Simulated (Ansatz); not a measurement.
A nudged elastic band was laid between two geometries of AlFH$_{4}$SiTe (8 atoms, charge 0, multiplicity 1).

Theory: RKS PBE-D4/def2-SVP (Ansatz).

| Item | Value |
| --- | --- |
| movable images | 5 |
| climbing image | yes |
| spring | 5.0 eV/Å² |
| optimiser | quadratic models (default) |
| start path | through a guess of the saddle point |
| force threshold | 0.05 eV/Å |
| iteration limit | 60 |
| end points | relaxed |

Image 0:

```xyz
8
Properties=species:S:1:pos:R:3
F -0.242 -0.723 2.221
Al -0.281 -0.550 0.544
Si 0.841 1.350 -0.514
Te -1.550 -2.328 -0.756
H 0.746 1.237 -2.014
H 0.201 2.649 -0.097
H 2.298 1.405 -0.133
H -1.921 -3.098 0.694
```

Image 6:

```xyz
8
Properties=species:S:1:pos:R:3
F -1.168 -0.133 2.212
Al -1.038 0.603 0.696
Si 1.131 0.551 -0.372
Te -0.440 -1.435 -1.234
H -2.195 1.561 0.175
H 1.372 1.285 -1.669
H 2.408 -0.131 0.041
H 0.022 -2.357 0.095
```

**Question.** What changes between the two ends?

**Answer.** Bonds broken: Si3–H5. Bonds formed: Al2–H5, Si3–Te4.

**Question.** What energy profile does the band end with?

**Answer.** The run converged. The highest image is number 4 of 0 to 6, 157.4 kJ/mol above the first end and 114.4 kJ/mol above the last; the last end lies 43.0 kJ/mol above the first. A vibrational analysis at the climbing image gives one clearly imaginary mode, 440i cm⁻¹: a first-order saddle point. The orbitals stay closed-shell, which can raise the energy where a bond breaks towards radicals; this wasn't checked here.

```tsv
image	path coordinate (Å)	energy (kJ/mol)	Si3–H5 (Å)	Al2–H5 (Å)	Si3–Te4 (Å)
0	0.00	0.0	1.51	3.28	4.39
1	1.45	0.8	1.51	3.28	4.39
2	2.91	14.7	1.51	3.15	4.11
3	4.36	51.1	1.54	2.57	3.88
4	5.82	157.4	2.38	1.66	3.50
5	7.18	82.4	2.93	1.59	2.85
6	8.53	43.0	3.52	1.59	2.68
```

**Question.** What is the geometry of the highest image?

**Answer.** 
```xyz
8
Properties=species:S:1:pos:R:3:forces:R:3
F -1.579 0.074 2.263 0.01 0.00 -0.01
Al -0.924 0.081 0.713 0.01 0.03 0.00
Si 1.205 0.851 -0.108 -0.02 -0.01 0.00
Te -0.838 -1.863 -0.968 0.01 -0.01 0.01
H -1.109 1.319 -0.372 0.01 -0.01 0.01
H 1.282 2.285 -0.596 0.00 0.01 0.00
H 2.105 0.107 -1.078 0.00 0.00 0.00
H -0.049 -2.911 0.089 -0.01 0.00 -0.01
```

**Question.** What are the harmonic wavenumbers there?

**Answer.** 440i, 82, 139, 198, 226, 291, 335, 436, 457, 527, 543, 688, 842, 954, 1661, 2046, 2096, 2116 cm⁻¹.

The band took 14 iterations and about 2.1 core-minutes.

Run time: 66 s on 2 threads of Intel(R) Xeon(R) 6975P-C (Granite Rapids), with other jobs on the host, peak memory 0.16 GiB.
